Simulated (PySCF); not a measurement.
Two-component Hartree-Fock for La³¹⁺ (lanthanum, charge +31)

Start: [Ar] 3d8; 3d3/2 filled at m_j = -3/2, -1/2, +1/2, +3/2; 3d5/2 filled at m_j = -1/2, +1/2, +3/2, +5/2. Calculated with PySCF 2.14 in an uncontracted even-tempered set (16 s from 5.2 bohr⁻², ratio 2.8; 12 p from 6.8 bohr⁻², ratio 2.8; 8 d from 6.8 bohr⁻², ratio 2.8; 3 f from 27 bohr⁻², ratio 3): generalised Hartree-Fock with the X2C-1e Hamiltonian and a Gaussian nucleus; one run each with spin-orbit coupling (SO) switched off, then screened by Boettger's factors.

```csv
spinor shell,electrons,"ε, spin-free (eV)","ε, screened SO (eV)",weight of nominal j (screened SO),"rms radius, screened SO (bohr)"
1s1/2,2,-40367.1,-40361.5,1.000,0.0286
2s1/2,2,-7543.9,-7541.8,1.000,0.116
2p1/2,2,-6886.1,-7179.2,1.000,0.0997
2p3/2,4,-6886.1,-6755.1,1.000,0.105
3s1/2,2,-2493.3,-2492.7,1.000,0.295
3p1/2,2,-2276.7,-2343.9,0.997,0.285
3d3/2,4,-1991.9,-2003.0,0.968,0.264
3d5/2,4,-1991.9,-1983.1,0.977,0.267
```

Where does 3p3/2 lie, and what is the 3p spin-orbit splitting (screened SO)?

At -2246.3 eV, 97.594 eV above 3p1/2.

```
   quantity    spin-free  screened SO
E (hartree)  -7916.70343  -7920.55177
        M_J            4            4
       ⟨J²⟩       20.000       20.000
       ⟨L²⟩       12.000       12.615
       ⟨S²⟩        2.000        1.870
```

Each row is a mean over spinors that exchange with the open shell spreads, by up to 29.764 eV (3p3/2).

Breit and QED terms are absent; they matter most for the inner s and p1/2 levels.

Densities and radii are taken from the X2C orbitals without a picture-change correction, which distorts them close to the nucleus.

Without spin-orbit coupling the j labels of p, d and f shells carry no meaning; the spin-free column gives the mean over the occupied spinors of each nl shell.
